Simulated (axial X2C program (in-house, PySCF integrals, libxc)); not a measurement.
# As₂⁺: from the spin-free to the two-component result

Calculated with an axial X2C code built on PySCF integrals. Spin-free means the one-electron spin-free X2C Hamiltonian; two-component (2c) means X2C with spin–orbit coupling and atomic mean-field two-electron Coulomb and Gaunt terms, so the difference of the two also holds small scalar two-electron terms. Basis: As dyall-cv3z [9s9p6d4f1g] (cores contracted in-house); Gaussian nuclei, density fitting, unrestricted open shells. Masses: As 74.922 u.

Spin-free state: M_S = 1/2, Λ = 1 (beyond evenly filled blocks: π+α, π+β, π-α); fragments As+ + As.

| level | Re (Å) | ωe (cm⁻¹) | De (eV) |
| --- | --- | --- | --- |
| PBE0 | 2.180 | 403.8 | 4.039 |
| PBEsol | 2.201 | 380.6 | 4.805 |

**Question.** Within this multiplet, which Ω should lie lowest by the rule for regular and inverted multiplets?

**Answer.** The open π shell holds three electrons, one hole, so the multiplet is inverted: Ω = Λ + 1/2 = 3/2. The PBE0 2c search agrees.

Two-component determinant lowest at the distance of the search:

Ω = 3/2 (⟨Sz⟩ = 0.50, ⟨Lz⟩ = 1.00 at PBE0); fragments As+ + As.

```json
{"level": "PBE0", "Re (Å)": "2.181", "ωe (cm⁻¹)": "402.4"}
{"level": "PBEsol", "Re (Å)": "2.202", "ωe (cm⁻¹)": "379.5"}
```

**Question.** From the two tables, how do the constants change at the PBE0 level (2c against spin-free)?

**Answer.** At the PBE0 level Re goes up by 0.001 Å and ωe drops by 1.4 cm⁻¹.

Occupations by symmetry block were frozen at the best pattern of an incomplete PBE0 search. Dissociation energies refer to the lowest single-determinant-based atoms at the same level and basis. De is not given where an atomic determinant may have missed its ground term or J level, or where the truncated virtual space spoils (T). Density functionals use the spin component along the axis (collinear). The functionals have no current-density term, which raises determinants with orbital currents, atoms included. At some level and bond length an empty orbital lies below a filled one.
